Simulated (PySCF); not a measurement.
C2H6AlFO2, SMILES C[O][Al]([F])[O]C. Atoms are numbered in the order given.

```xyz
12

Al     0.2367     0.2629     0.2715
F      0.7895     1.6150     1.0509
O     -0.9998     0.3713    -0.8599
C     -1.8212     1.3309    -1.4387
H     -1.6286     2.3502    -1.0569
H     -1.6810     1.3524    -2.5338
H     -2.8837     1.0980    -1.2485
O      0.9476    -1.2083     0.6470
C      0.8258    -2.5419     0.2760
H      0.0512    -2.7059    -0.4954
H      1.7829    -2.9207    -0.1238
H      0.5658    -3.1647     1.1500
```
Charge 0, spin multiplicity 1.

Geometry optimised at PBE0-D3(BJ)/def2-SVP. The structure was generated by enumeration; whether it is a known compound was not checked. One conformer was computed; it need not be the lowest.

Two levels are set side by side: PBE/pcSseg-1 (PySCF) and B3LYP/pcSseg-1 (PySCF). GIAO shifts against CFCl3 (¹⁹F), H2O (¹⁷O), TMS (¹H), TMS (¹³C) at the same level; non-relativistic, no solvent, atoms listed together averaged. Differences are taken from unrounded values.

```
quantity                 B3LYP
----------------------  ------
δ(¹⁹F) of F2 (ppm)      -219.4
δ(¹³C) of C4, C9 (ppm)    56.9
```

### Question
What does PBE give, and how far is it from B3LYP? (The exact figures need the calculation; the answer reports its results.)

### Answer

```json
[
 {"quantity": "δ(¹⁹F) of F2 (ppm)", "PBE": "-237.0", "PBE minus B3LYP": "-17.6"},
 {"quantity": "δ(¹³C) of C4, C9 (ppm)", "PBE": "58.0", "PBE minus B3LYP": "1.1"}
]
```

Rough cost on one machine, each run with all the roots and properties that it gave: B3LYP against PBE within a factor of 2.
